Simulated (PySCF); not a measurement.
Several structures and their simulated spectra, in scrambled order.

A. SMILES CC(=C)[P@@](=O)(O)C(F)(F)F
B. SMILES C=Cc1cccc(C(=C)C)c1
C. SMILES O=[P@@H]1C=Cc2ccccc21

Spectrum 1. $^{13}$C{$^{1}$H} NMR (computed): δ 151.6 (CH), 147.1 (C), 139.8 (C), 137.8 (CH), 136.5 (CH), 135.5 (CH), 134.7 (CH), 130.2 (CH).

Spectrum 2. $^{13}$C{$^{1}$H} NMR (computed): δ 154.6 (C), 148.9 (C), 145.0 (CH), 141.8 (C), 135.0 (CH), 134.0 (CH), 130.1 (CH), 126.5 (CH), 120.1 (CH2), 118.9 (CH2), 24.9 (CH3).

Spectrum 3. $^{13}$C{$^{1}$H} NMR (computed): δ 145.1 (C), 137.8 (CH2), 130.6 (C), 21.6 (CH3).

- shieldings: GIAO PBE0/pcSseg-1
- geometry from GFN2-xTB
- run in PySCF 2.14
- gas phase, single conformer, non-relativistic, rapidly exchanging positions averaged

Scale: $^{13}$C (σ = 186.93 ppm) against TMS (reference shieldings calculated alike). Splittings of carbon signals by F and P are missing where no couplings were computed. Shifts are as computed. Against solution values, carbons near 30 ppm lie about +3 ppm off and those near 130 ppm about +5 ppm. Of 1211 compounds with measured shifts, 218 miss one by over three times the rms of a fit or turn the order of signals round; such compounds aren't used in these exercises.

Question: Which spectrum belongs to which compound?

Answer: 1–C, 2–B, 3–A.

- Spectrum 1 (C): 8 $^{13}$C signals; δC 151.6 is an alkene CH; δC 137.8 is an aromatic CH.
- Spectrum 2 (B): 11 $^{13}$C signals; δC 154.6 is a fully substituted alkene carbon; δC 145.0 is an alkene CH.
- Spectrum 3 (A): 4 $^{13}$C signals; δC 145.1 is a fully substituted alkene carbon; δC 137.8 is a terminal =CH2 carbon.
